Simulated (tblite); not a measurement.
Compound: C₃H₆FSeSi₂ (doublet state).
Structure used (GFN2-xTB), in Å, numbered top down from 1:
```xyz
13
C3H6FSeSi2 angstrom
C      2.7532    1.7923   -0.0215
C      2.3344    0.6663   -0.0845
Si     1.6138   -1.0276   -0.1846
C     -0.2640   -0.8068   -0.5733
F     -0.4419   -0.3161   -1.8440
Se    -1.1558    0.4411    0.7128
Si    -3.1954    0.4294   -0.2713
H      3.1263    2.7747    0.0343
H      1.7059   -1.7260    1.0997
H      2.1762   -1.7687   -1.3154
H     -0.8239   -1.7483   -0.5297
H     -4.1121   -0.5001    0.3939
H     -3.7211    1.7903   -0.2953
```

Computed values, GFN2-xTB/tblite, gas phase, harmonic and unscaled. Against measured fundamentals such values can be off by several per cent, at times by over 20. Modes of hydrogen on silicon can be 10 to 20 % off. One conformer, not necessarily the lowest. Open shells enter through the occupations alone, without spin polarisation, and single modes of such species can be off by tens of per cent. The optimisation stopped once no atom felt more than 0.01 eV/Å.

Lowest wavenumbers of the output (negative numbers stand for imaginary wavenumbers):
```
mode    cm-1
  1     -31.4
  2      23.3
  3      33.3
  4      68.7
  5      97.8
  6     148.2
  7     212.7
  8     236.2
  9     264.1
 10     328.0
 11     369.0
 12     472.6
 13     477.2
 14     494.4
 15     516.5
```

**Question.** Is this structure a minimum?

**Answer.** Not by this Hessian. 1 mode is imaginary beyond 20i (31i cm⁻¹), so at this level the point lies at or near a first-order saddle. The curvature is small, so loose convergence or finite differences may be the whole cause.

**Question.** Which atoms move in the imaginary mode?

**Answer.** 31i: H13 (hydrogen on silicon) 52 %, H12 (hydrogen on silicon) 44 %. These are shares of the mass-weighted motion.

**Question.** What is the remedy?

**Answer.** Step along that mode in both directions, optimise again with tighter thresholds and repeat the frequencies. The zero-point energy of this point (42.9 kcal/mol) counts the 32 real modes alone, and thermal corrections from it aren't those of a minimum.

Hardware: Intel Xeon at 2.50 GHz, one thread, shared host with 64 logical CPUs at a one-minute load of 44. Cost: 1.5 s wall. The figure is for the frequency step alone.
